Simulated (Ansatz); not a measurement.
Stepwise reaction of `C[S][Sn][S]C` with methanol, as a gas-phase model of exchange steps in deposition or etching. ΔE in kJ/mol.

Computed with Ansatz on PBE0-D4/def2-TZVP structures; ΔE is electronic, products minus reactants. CBS: MP2 limit from def2 TZ/QZ plus the TZ coupled-cluster correction, frozen cores. This one scheme is used for every species. DFT in def2-TZVPP. B3LYP here is the variant with VWN-RPA as its local correlation; programs differ in this. Elements past krypton have def2 core potentials. For Sn outer-core shells are correlated without core-valence functions, which leaves a few kJ/mol of doubt a bond. Each species was taken in one conformer, which may not be the lowest.

```json
{"step": "1", "reaction": "`C[S][Sn][S]C` + CH₃OH → `C[O][Sn][S]C` + CH₃SH", "PBE-D4": "35.2", "B3LYP-D4": "29.8", "ωB97M-V": "26.9", "CCSD(T)/CBS": "30.2"}
```

Q: Give the row of step 2, `C[O][Sn][S]C` + CH₃OH → `C[O][Sn][O]C` + CH₃SH. (Best estimate.)

A: Computed: 
```tsv
step	reaction	PBE-D4	B3LYP-D4	ωB97M-V	CCSD(T)/CBS
2	`C[O][Sn][S]C` + CH₃OH → `C[O][Sn][O]C` + CH₃SH	26.5	21.0	18.5	21.3
```

Q: By hand: ΔE of the 2 steps together at CCSD(T)/CBS.

A: (30.2) + (21.3) = 51.5 kJ/mol, or 25.8 kJ/mol a step.

In ΔE each step is lower than the one before. All are uphill at CCSD(T)/CBS. PBE-D4 differs from CCSD(T)/CBS by 5.0 to 5.2 kJ/mol a step. Isolated molecules leave out the surface, adducts and barriers. Largest T1 diagnostic: 0.017.
